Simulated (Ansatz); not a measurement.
(MgSe)4 cube (Mg4Se4). Charge 0, multiplicity 1. Geometry r2SCAN-D4/def2-SVP, basis def2-TZVP, Ansatz.

```json
{"run": "A", "HOMO (eV)": "-7.55", "LUMO (eV)": "-1.81"}
{"run": "B", "HOMO (eV)": "-5.74", "LUMO (eV)": "-3.04"}
{"run": "C", "HOMO (eV)": "-6.73", "LUMO (eV)": "-2.40"}
{"run": "D", "HOMO (eV)": "-5.98", "LUMO (eV)": "-2.69"}
```

Question: The runs used BHLYP, PBE, PBE0, r2SCAN. Estimate which is which.

Answer: A BHLYP (50 % exact exchange); B PBE (0 % exact exchange); C PBE0 (25 % exact exchange); D r2SCAN (0 % exact exchange). Exact exchange lowers occupied and raises empty levels; among semilocal functionals meta-GGAs tend to open the gap a little, and such runs are hard to tell apart. The gap grows from 2.70 eV (PBE) to 5.74 eV (BHLYP).
